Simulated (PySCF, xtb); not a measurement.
hydroxymethyl(methoxy)borinic acid (C₂H₇BO₃), SMILES O(B(CO)O)C.

Geometry: B3LYP-D3(BJ)/def2-SVP. One conformer was computed; it need not be the lowest.

Calculation: IEF-PCM-ωB97X/def2-SVP run with PySCF.

The values are the electrostatic part of the solvation free energy, E(continuum) − E(gas) at the gas-phase geometry, in a cavity of scaled van der Waals radii (PySCF's table); cavitation and dispersion terms are not included. In vacuum the orbital gap is 13.61 eV. The dipole moment in vacuum is 1.20 D.

```csv
solvent,ε,ΔG(elec) (kcal/mol),dipole (D),gap (eV)
water,78.36,(withheld),(withheld),(withheld)
benzene,2.27,-3.0,1.31,13.72
dichloromethane,8.93,-5.7,1.42,13.80
```

### Question
Fill in the missing entries. (An estimate is asked for; the answer gives what the named calculation found.)

### Answer

- water, ΔG(elec) (kcal/mol): -6.7
- water, dipole (D): 1.48
- water, gap (eV): 13.83

For comparison, GFN2-xTB/ALPB(water) (xtb, at the GFN2-xTB geometry, all terms of that model) gives -7.6 kcal/mol.
